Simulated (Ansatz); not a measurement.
Pulling on the Zn1–H2 bond in H2SeZn (SMILES [ZnH][SeH]) (multiplicity 1 held, fragments rigid). Energies count from the point at 1.536 Å.
Geometry at that point (charge 0, multiplicity 1):
```json
[
 {"atom": "Zn", "x (Å)": "-0.7092", "y (Å)": "-0.5098", "z (Å)": "-0.8288"},
 {"atom": "H", "x (Å)": "-1.6137", "y (Å)": "-1.1646", "z (Å)": "-1.8828"},
 {"atom": "Se", "x (Å)": "0.6540", "y (Å)": "0.5053", "z (Å)": "0.7407"},
 {"atom": "H", "x (Å)": "0.6550", "y (Å)": "-0.7187", "z (Å)": "1.5618"}
]
```

Restricted levels (R-, RO-) in cc, def2 and unpolarised 6-31G sets keep to the state of the molecule at rest. U- levels take the lowest unrestricted solution at each point, which mixes spins at long bonds. Active spaces are followed from a long bond inwards. Levels need not reach the same state.

Frozen-core correlation. Filled d and f shells under p-block atoms count as core.

Run with Ansatz (a first-principles code) with Gaussian orbitals. Values without a source in brackets are computed.

Energies in kcal/mol.

```json
[
 {"R (Å)": "1.228", "U-MP2/def2-SVP": "22.7", "R-CCSD/def2-SVP": "24.2", "R-CCSDT(Q)/def2-SVP": "24.0", "CASSCF(2,2)/def2-SVP": "29.8", "FIC-MRCISD+Q on CASSCF(2,2)/def2-SVP": "24.3"},
 {"R (Å)": "1.382", "U-MP2/def2-SVP": "4.4", "R-CCSD/def2-SVP": "5.0", "R-CCSDT(Q)/def2-SVP": "5.0", "CASSCF(2,2)/def2-SVP": "7.5", "FIC-MRCISD+Q on CASSCF(2,2)/def2-SVP": "5.1"},
 {"R (Å)": "1.536", "U-MP2/def2-SVP": "0.0", "R-CCSD/def2-SVP": "0.0", "R-CCSDT(Q)/def2-SVP": "0.0", "CASSCF(2,2)/def2-SVP": "0.0", "FIC-MRCISD+Q on CASSCF(2,2)/def2-SVP": "0.0"},
 {"R (Å)": "1.689", "U-MP2/def2-SVP": "3.1", "R-CCSD/def2-SVP": "2.5", "R-CCSDT(Q)/def2-SVP": "2.5", "CASSCF(2,2)/def2-SVP": "0.5", "FIC-MRCISD+Q on CASSCF(2,2)/def2-SVP": "2.4"},
 {"R (Å)": "1.843", "U-MP2/def2-SVP": "10.3", "R-CCSD/def2-SVP": "8.9", "R-CCSDT(Q)/def2-SVP": "8.8", "CASSCF(2,2)/def2-SVP": "5.2", "FIC-MRCISD+Q on CASSCF(2,2)/def2-SVP": "8.8"},
 {"R (Å)": "2.073", "U-MP2/def2-SVP": "24.3", "R-CCSD/def2-SVP": "21.6", "R-CCSDT(Q)/def2-SVP": "21.3", "CASSCF(2,2)/def2-SVP": "15.8", "FIC-MRCISD+Q on CASSCF(2,2)/def2-SVP": "21.3"},
 {"R (Å)": "2.303", "U-MP2/def2-SVP": "42.3", "R-CCSD/def2-SVP": "34.9", "R-CCSDT(Q)/def2-SVP": "34.3", "CASSCF(2,2)/def2-SVP": "27.5", "FIC-MRCISD+Q on CASSCF(2,2)/def2-SVP": "34.3"},
 {"R (Å)": "2.687", "U-MP2/def2-SVP": "62.1", "R-CCSD/def2-SVP": "54.1", "R-CCSDT(Q)/def2-SVP": "52.4", "CASSCF(2,2)/def2-SVP": "44.7", "FIC-MRCISD+Q on CASSCF(2,2)/def2-SVP": "52.6"},
 {"R (Å)": "3.071", "U-MP2/def2-SVP": "69.3", "R-CCSD/def2-SVP": "67.5", "R-CCSDT(Q)/def2-SVP": "64.2", "CASSCF(2,2)/def2-SVP": "56.6", "FIC-MRCISD+Q on CASSCF(2,2)/def2-SVP": "64.8"},
 {"R (Å)": "3.532", "U-MP2/def2-SVP": "72.3", "R-CCSD/def2-SVP": "76.6", "R-CCSDT(Q)/def2-SVP": "71.0", "CASSCF(2,2)/def2-SVP": "64.2", "FIC-MRCISD+Q on CASSCF(2,2)/def2-SVP": "72.3"},
 {"R (Å)": "4.146", "U-MP2/def2-SVP": "73.5", "R-CCSD/def2-SVP": "81.5", "R-CCSDT(Q)/def2-SVP": "73.6", "CASSCF(2,2)/def2-SVP": "67.6", "FIC-MRCISD+Q on CASSCF(2,2)/def2-SVP": "75.6"},
 {"R (Å)": "4.914", "U-MP2/def2-SVP": "73.7", "R-CCSD/def2-SVP": "83.1", "R-CCSDT(Q)/def2-SVP": "74.1", "CASSCF(2,2)/def2-SVP": "68.4", "FIC-MRCISD+Q on CASSCF(2,2)/def2-SVP": "76.4"}
]
```

Doubts at one or more of the structures used: a spin-contaminated determinant (U-MP2/def2-SVP); a restricted determinant that unrestricted orbitals would lower (R-CCSD/def2-SVP, R-CCSDT(Q)/def2-SVP); other coupled-cluster roots lie near (R-CCSD/def2-SVP, R-CCSDT(Q)/def2-SVP); T1 above 0.05 (R-CCSD/def2-SVP, R-CCSDT(Q)/def2-SVP).
